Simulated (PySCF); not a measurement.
Excitation energy of Pd⁺ by level of theory

Pd⁺ [Kr] 4d9 (2D) → Pd⁺ [Kr] 4d8 5s1 (4F), as a difference of total energies. All numbers are calculated (PySCF 2.14, the spin-free X2C one-electron Hamiltonian (Gaussian nucleus), in x2c-TZVPPall (8s6p6d2f1g, 79 functions)). Correlated levels: valence: [Kr] frozen; valence and next inner shell: [Ar] 3d10 frozen. The calculations carry no spin-orbit coupling.

Question: Order these methods by the excitation energy they give, lowest first.
A. UHF
B. SCS-MP2 (valence)
C. wB97X-V
D. MP2 (valence)

Answer: A (2.346 eV), D (3.344 eV), B (3.448 eV), C (3.501 eV).

Errors of the correlated levels include the incompleteness of this basis and the frozen core.

The basis was made for the ground configuration and has no added diffuse functions, so the excitation energy can come out too high.

For comparison: 3.194 eV (measured; NIST levels, between the centres of gravity of the two terms).
